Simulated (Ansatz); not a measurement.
Reaction (substitution at a C–C bond): `C=C([SiH3])CC` + H₂Se → `CC[SeH]` + `C=C[SiH3]`

Program: Ansatz. Geometries: PBE0-D4/def2-TZVP. ΔE: electronic, gas phase. CCSD(T)/CBS is the MP2 limit (def2-TZVPP, def2-QZVPP) plus CCSD(T) − MP2 in def2-TZVPP, frozen cores. DFT in def2-TZVPP. For Se outer-core shells are correlated without core-valence functions, which leaves a few kJ/mol of doubt a bond. Scalar relativity is left out up to krypton. One conformer a species, not always the lowest.

CCSD(T)/CBS gives +0.11 eV.

Q: Another level gave +0.09 eV. Which?
A. SCS-MP2/def2-TZVPP
B. BLYP/def2-TZVPP
C. LDA (SPW92)/def2-TZVPP
D. PBE0-D4/def2-TZVPP

A: A. SCS-MP2/def2-TZVPP 0.09, PBE0-D4 0.14, BLYP 0.02, LDA (SPW92) 0.23 eV.

Largest T1 diagnostic among the species: 0.011.

From BLYP to BHLYP (50 % exact exchange), in def2-TZVPP and without D4, ΔE moves by +0.06 eV. At CCSD(T), def2-SVP lies +0.17 eV from the extrapolated value and def2-TZVPP +0.00 eV. The D4 term adds +0.07 eV with B3LYP and +0.04 eV with PBE0; it sums over pairs of atoms, weighted by their polarisabilities, and B3LYP, whose exchange is more repulsive, gets the larger term.

B3LYP here is the variant with VWN-RPA as its local correlation; programs differ in this.
